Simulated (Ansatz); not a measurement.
The same path of Cl₃F₂H₂STa (9 atoms, charge 0, multiplicity 1) was run twice with different band settings. Lost on the way: S7–H9. Made: F2–H9.

Theory: RKS PBE0-D4/def2-SVP (Ansatz).

Relaxed end points:

```xyz
9
Properties=species:S:1:pos:R:3
Ta -0.134 0.008 0.217
F 1.704 0.434 0.252
Cl -0.194 0.456 2.504
F 0.246 -0.896 -1.395
Cl -0.979 1.949 -0.614
Cl -2.073 -1.276 0.381
S 0.969 -2.402 1.186
H 1.109 -2.992 -0.024
H 2.254 -1.977 1.204
```

```xyz
9
Properties=species:S:1:pos:R:3
Ta -0.337 -0.428 0.342
F 1.975 0.126 0.357
Cl -0.277 0.184 2.578
F 0.152 -1.154 -1.323
Cl -0.342 1.733 -0.453
Cl -2.502 -1.073 0.253
S 0.929 -2.374 1.210
H 1.102 -2.982 0.013
H 2.201 -0.727 0.736
```

Common settings: spring 5.0 eV/Å²; optimiser quadratic models (default); start path through a guess of the saddle point; force threshold 0.05 eV/Å; end points relaxed.

| run | movable images | climbing image | iteration limit |
| --- | --- | --- | --- |
| 1 | 9 | yes | 51 |
| 2 | 4 | no | 60 |

Task: What does each run give, and how far can it be trusted?

Result: Run 1: converged after 24 iterations, highest image 0.916 eV above the first end. A vibrational analysis at the climbing image gives one clearly imaginary mode, 630i cm⁻¹: a first-order saddle point.
Run 2: converged after 17 iterations, highest image 0.871 eV above the first end. No image climbed, so the highest image needn't sit at the top of the path.
The orbitals stay closed-shell, which can raise the energy where a bond breaks towards radicals; this wasn't checked here.
